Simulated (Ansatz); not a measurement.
A nudged elastic band was laid between two geometries of a periodic cell of 17 atoms, CuSi$_{16}$ (host Si, host structure diamond, interstitial Cu).

All numbers below come from DFT PBEsol, scalar-relativistic, plane waves, PAW (Ansatz). Settings: PAW set soft_1, cutoff 420 eV, k mesh 2x2x2, fermi-dirac smearing 0.02 eV, spin collinear.

```
movable images  : 5
climbing image  : yes
spring          : 5.0 eV/Å²
optimiser       : quadratic models (default)
start path      : IDPP
force threshold : 0.05 eV/Å
iteration limit : 36
end points      : relaxed
```

First end point:

```xyz
17
Lattice="0.0000 5.4300 5.4300 5.4300 0.0000 5.4300 5.4300 5.4300 0.0000" Properties=species:S:1:pos:R:3
Si -0.061 0.075 -0.055
Si 1.313 1.371 1.318
Si 2.700 2.759 0.042
Si 3.996 4.132 1.416
Si 2.598 -0.110 2.604
Si 3.941 1.233 3.946
Si 5.369 2.661 2.788
Si 6.743 4.035 4.084
Si 0.036 2.759 2.706
Si 1.410 4.132 4.002
Si 2.838 5.561 2.844
Si 4.181 6.903 4.187
Si 2.783 2.661 5.375
Si 4.079 4.035 6.748
Si 5.466 5.422 5.472
Si 6.840 6.718 6.846
Cu 6.103 8.825 6.109
```

Last end point:

```xyz
17
Lattice="0.0000 5.4300 5.4300 5.4300 0.0000 5.4300 5.4300 5.4300 0.0000" Properties=species:S:1:pos:R:3
Si 0.116 -0.112 0.110
Si 1.401 1.369 1.396
Si 2.677 2.756 0.009
Si 4.065 4.033 1.396
Si 2.775 0.073 2.769
Si 4.203 1.231 4.198
Si 5.361 2.659 2.769
Si 6.734 4.130 4.143
Si 0.014 2.756 2.672
Si 1.401 4.033 4.060
Si 2.677 5.420 2.672
Si 3.962 6.901 3.957
Si 2.774 2.659 5.356
Si 4.148 4.130 6.728
Si 5.305 5.558 5.300
Si 6.734 6.715 6.728
Cu 7.471 8.822 7.466
```

Question: Which bonds break or form, and what moves?

Answer: Contacts lost: Si1–Cu17, Si4–Cu17, Si10–Cu17. Contacts made: Si5–Cu17, Si8–Cu17, Si14–Cu17. The atom that moves furthest is Cu17, by 1.93 Å.

Question: Give the energies along the band, and the barrier.

Answer: The run converged. The highest image is number 3 of 0 to 6, 0.073 eV above the ends, which have the same energy within 2 meV. By the program's own check the climbing image is a first-order saddle point (lowest curvatures found: -0.29 and 0.02 eV/Å²). Limits of this set-up: coarse k mesh, PAW files made for another functional.

```
image  path coordinate (Å)  energy (eV)  Si1–Cu17 (Å)  Si4–Cu17 (Å)  Si10–Cu17 (Å)
    0                 0.00        0.000          2.35          2.35           2.35
    1                 0.40        0.004          2.34          2.40           2.40
    2                 0.81        0.036          2.35          2.52           2.51
    3                 1.21        0.073          2.41          2.74           2.71
    4                 1.61        0.036          2.61          2.99           2.98
    5                 2.01        0.004          2.92          3.25           3.25
    6                 2.42        0.000          3.34          3.53           3.53
```

Question: What is the geometry of the highest image?

Answer: 
```xyz
17
Lattice="0.0000 5.4300 5.4300 5.4300 0.0000 5.4300 5.4300 5.4300 0.0000" Properties=species:S:1:pos:R:3
Si 0.020 -0.041 0.022
Si 1.352 1.358 1.362
Si 2.700 2.726 0.014
Si 4.064 4.050 1.392
Si 2.692 -0.041 2.694
Si 4.085 1.217 4.059
Si 5.379 2.641 2.765
Si 6.752 4.050 4.080
Si -0.001 2.717 2.715
Si 1.390 4.040 4.068
Si 2.729 5.438 2.736
Si 4.063 6.816 4.081
Si 2.777 2.622 5.367
Si 4.076 4.040 6.753
Si 5.408 5.438 5.415
Si 6.790 6.754 6.784
Cu 6.798 9.326 6.776
```

Time of the run: 4.2 min on 2 threads of Arm Neoverse V2, on a shared host, peak memory 1.6 GiB.
